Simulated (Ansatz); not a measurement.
The cluster Bi₂Te₃⁻. Total charge -1; doublet. Geometry r2SCAN-D4/def2-SVPD, basis def2-TZVPD, Ansatz.

Cartesian coordinates in Å:
```
Bi 1.278 -0.190 -1.385
Bi 0.571 1.336 1.215
Te -1.450 -0.701 -1.893
Te 1.784 -1.325 1.262
Te -2.182 0.879 0.800
```

```tsv
run	HOMO (eV)	LUMO (eV)
A	-1.24	0.56
B	-0.72	0.10
C	-0.32	0.03
D	-0.51	-0.06
```

In the def2 sets Bi, Te take a core potential; there is no spin–orbit coupling. Another isomer (doublet) lies 0.03 eV lower at PBE0-D4/def2-TZVPD; other spin states weren't run for this one.

HOMO and LUMO are taken over both spins.

Task: The runs used BLYP, PBE, PBE0, r2SCAN. Estimate which is which.

Result: A PBE0 (25 % exact exchange); B r2SCAN (0 % exact exchange); C BLYP (0 % exact exchange); D PBE (0 % exact exchange). Exact exchange lowers occupied and raises empty levels; among semilocal functionals meta-GGAs tend to open the gap a little, and such runs are hard to tell apart. The gap grows from 0.35 eV (BLYP) to 1.80 eV (PBE0).
